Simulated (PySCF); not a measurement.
PySCF 2.14 output of an unrestricted M06-2X calculation on a single atom or ion in def2-SVP with the def2 core potential (28 electrons), with scalar relativity through the core potential:

```
SCF conv_tol = 1e-09
number electrons alpha = 9  beta = 6
    Y. Zhao and D. G. Truhlar.,  Theor. Chem. Acc. 120, 215 (2008)
    Y. Zhao and D. G. Truhlar.,  Theor. Chem. Acc. 120, 215 (2008)
cycle= 1 E= -94.4100641102774  delta_E= -0.00229  |g|= 0.0259  |ddm|= 0.107
cycle= 2 E= -94.410250646671  delta_E= -0.000187  |g|= 0.0146  |ddm|= 0.0429
cycle= 3 E= -94.4103587102011  delta_E= -0.000108  |g|= 0.000745  |ddm|= 0.0166
cycle= 4 E= -94.4103589989979  delta_E= -2.89e-07  |g|= 4.72e-05  |ddm|= 0.00092
cycle= 5 E= -94.4103590065558  delta_E= -7.56e-09  |g|= 1.84e-05  |ddm|= 0.000249
cycle= 6 E= -94.4103590094893  delta_E= -2.93e-09  |g|= 8.76e-06  |ddm|= 0.000216
cycle= 7 E= -94.4103590103273  delta_E= -8.38e-10  |g|= 1.26e-06  |ddm|= 0.000183
converged SCF energy = -94.4103590103273  <S^2> = 3.7554644  2S+1 = 4.0027313
```

The run itself started from symmetry-adapted Hartree-Fock orbitals and held the occupation by maximum overlap, on a logarithmic radial grid, so the iterations belong to that start.

Task: Which element, charge and spin multiplicity is this?

Result: Ru+ (ruthenium, charge +1), multiplicity 4; the state was [Kr] 4d7, high-spin 4F determinant.

Energies and moments cover only the electrons outside the core potential.
